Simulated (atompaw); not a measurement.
**Reading a pseudo-wave (Cu)**

Columns: radius, all-electron u(r) and pseudo u(r) of the 3d shell (level -14.01 eV) of copper in the configuration [Ar] 3d10 4s0 4p0; LDA (PW92), scalar-relativistic, PAW (atompaw) scheme, atompaw 4.2.0.5.

```tsv
r (bohr)	all-electron	pseudo
0.092	0.0865	0.0023
0.185	0.3424	0.0183
0.277	0.6091	0.0582
0.369	0.8071	0.1270
0.462	0.9239	0.2243
0.554	0.9717	0.3398
0.646	0.9727	0.4613
0.738	0.9450	0.5733
0.831	0.9008	0.6624
0.923	0.8493	0.7168
1.015	0.7952	0.7347
1.108	0.7406	0.7203
1.200	0.6885	0.6843
1.292	0.6390	0.6387
1.385	0.5920	0.5920
1.477	0.5486	0.5486
1.569	0.5083	0.5083
1.662	0.4704	0.4704
1.754	0.4357	0.4357
1.846	0.4036	0.4036
1.938	0.3738	0.3738
2.031	0.3460	0.3460
2.123	0.3204	0.3204
2.215	0.2967	0.2967
2.308	0.2745	0.2745
2.400	0.2542	0.2542
```

Q: How many radial nodes do the two functions have?

A: The all-electron 3d function has n − l − 1 = 0; the pseudo-wave has 0.

Q: At about which radius was the pseudo-wave matched?

A: 1.40 bohr. The columns agree to 0.0005 from 1.29 bohr on; several derivatives are matched, so the curves merge somewhat inside the radius.

Q: Is the pseudo-wave norm-conserving?

A: No, it belongs to a PAW set: the norm inside the radius is not constrained, and the difference is carried by the augmentation charge.
